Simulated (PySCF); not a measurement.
Compound: BH6O2PSi.
Numbering: `[OH:1][B:2]([PH2:3])[O:4][SiH3:5]` (hydrogens: H6 on O1; H7, H8 on P3; H9, H10, H11 on Si5)

Computed by this run: PBE0-D3(BJ)/def2-SVP geometry optimisation, gas phase (PySCF); density fitting, grid level 1; the optimiser is geomeTRIC in internal coordinates, started from a GFN2-xTB structure.

Step 6: E = -22016.9632 eV
```
atom  x, y, z in Å  |  force x, y, z in eV/Å
O1     -0.9548   -1.2035   -1.0781    0.023   0.002  -0.002
B2     -0.8049   -0.3508   -0.0282    0.006  -0.014   0.015
P3     -2.2559    0.1553    1.1644   -0.015   0.012   0.014
O4      0.4365    0.1018    0.2759   -0.011   0.003  -0.053
Si5     1.9471   -0.1111   -0.4253    0.010  -0.006   0.019
H6     -1.8631   -1.4683   -1.2450   -0.007   0.003   0.004
H7     -1.9418    1.5443    1.1886   -0.001  -0.009  -0.008
H8     -3.2757    0.2714    0.1699    0.010   0.003   0.004
H9      1.8355   -0.4957   -1.8608   -0.011   0.011  -0.002
H10     2.6836   -1.1663    0.3276   -0.003   0.000  -0.002
H11     2.6665    1.1873   -0.3044   -0.001  -0.005   0.011
```

Step 7: E = -22016.9641 eV
```
atom  x, y, z in Å  |  force x, y, z in eV/Å
O1     -0.9517   -1.2248   -1.0597    0.003   0.017   0.021
B2     -0.8057   -0.3584   -0.0200    0.046  -0.016   0.019
P3     -2.2563    0.1711    1.1643   -0.024   0.037  -0.028
O4      0.4355    0.0975    0.2824    0.017   0.001  -0.078
Si5     1.9453   -0.1074   -0.4272   -0.025   0.002   0.050
H6     -1.8608   -1.4884   -1.2247   -0.002  -0.003  -0.005
H7     -1.9373    1.5605    1.1510   -0.010  -0.031   0.001
H8     -3.2765    0.2678    0.1661    0.026  -0.003   0.026
H9      1.8259   -0.4435   -1.8741   -0.008   0.007  -0.002
H10     2.6769   -1.1894    0.2919   -0.011  -0.007  -0.010
H11     2.6777    1.1795   -0.2653   -0.012  -0.004   0.006
```

Step 8: E = -22016.9658 eV
```
atom  x, y, z in Å  |  force x, y, z in eV/Å
O1     -0.9314   -1.2905   -0.9847   -0.022   0.048   0.051
B2     -0.7993   -0.3747    0.0146    0.088  -0.026   0.047
P3     -2.2577    0.2291    1.1559   -0.029   0.066  -0.106
O4      0.4393    0.0938    0.3121    0.060   0.007  -0.134
Si5     1.9371   -0.0958   -0.4338   -0.080   0.005   0.113
H6     -1.8413   -1.5532   -1.1487    0.013  -0.016  -0.019
H7     -1.9408    1.6138    1.0139   -0.027  -0.056   0.030
H8     -3.2771    0.2399    0.1488    0.047  -0.009   0.057
H9      1.7819   -0.2549   -1.9073    0.001  -0.002  -0.004
H10     2.6370   -1.2760    0.1497   -0.023  -0.018  -0.028
H11     2.7253    1.1328   -0.1356   -0.029   0.002  -0.006
```

Step 9: E = -22016.9675 eV
```
atom  x, y, z in Å  |  force x, y, z in eV/Å
O1     -0.9164   -1.3202   -0.9415   -0.031   0.043   0.041
B2     -0.7931   -0.3775    0.0334    0.069  -0.024   0.050
P3     -2.2595    0.2595    1.1475   -0.016   0.044  -0.103
O4      0.4432    0.1003    0.3232    0.058   0.029  -0.110
Si5     1.9328   -0.0900   -0.4377   -0.075  -0.005   0.102
H6     -1.8248   -1.5881   -1.1062    0.017  -0.018  -0.018
H7     -1.9528    1.6387    0.9474   -0.023  -0.042   0.033
H8     -3.2764    0.2214    0.1394    0.037  -0.008   0.046
H9      1.7626   -0.1564   -1.9168    0.008  -0.005  -0.005
H10     2.6038   -1.3212    0.0693   -0.021  -0.017  -0.030
H11     2.7537    1.0980   -0.0734   -0.023   0.004  -0.006
```

Problem. Estimate the geometry and energy of step 10. (The exact step hangs on the optimiser's Hessian estimate; all steps are aligned on step 9, rigid shifts and turns removed.)

Solution. E = -22016.9653 eV, largest force 0.129 eV/Å
```
atom  x, y, z in Å  |  force x, y, z in eV/Å
O1     -0.8238   -1.4227   -0.7178   -0.089  -0.029  -0.064
B2     -0.7533   -0.3566    0.1244   -0.075  -0.036   0.066
P3     -2.2709    0.3965    1.0901    0.060  -0.062   0.011
O4      0.4677    0.1755    0.3693   -0.006   0.129   0.006
Si5     1.9065   -0.0675   -0.4622    0.056  -0.018   0.007
H6     -1.7168   -1.7376   -0.8844    0.024  -0.005   0.008
H7     -2.0514    1.7222    0.6224    0.010   0.049   0.008
H8     -3.2688    0.0960    0.1152   -0.030  -0.015  -0.031
H9      1.7222    0.3124   -1.8928    0.022  -0.021  -0.005
H10     2.3572   -1.4846   -0.3563    0.001   0.005  -0.005
H11     2.9045    0.8309    0.1768    0.027   0.004  -0.002
```

The energy changes by +0.0023 eV. The first-order estimate −F·Δx gives -0.0190 eV and the mean of the old and new forces, exact on a quadratic surface, -0.0001 eV. The step makes an angle of 86° with the force vector and moves no atom by more than 0.518 Å. The energy falls at the start of this step and ends higher, so the step passed the lowest point of its straight line.

What follows is the cost of the whole optimisation. The run took 47 s on one thread, Arm Neoverse V2 (aarch64), no GPU, shared host with 32 logical CPUs at a one-minute load of 27, and the process peaked at 0.49 GiB of memory.
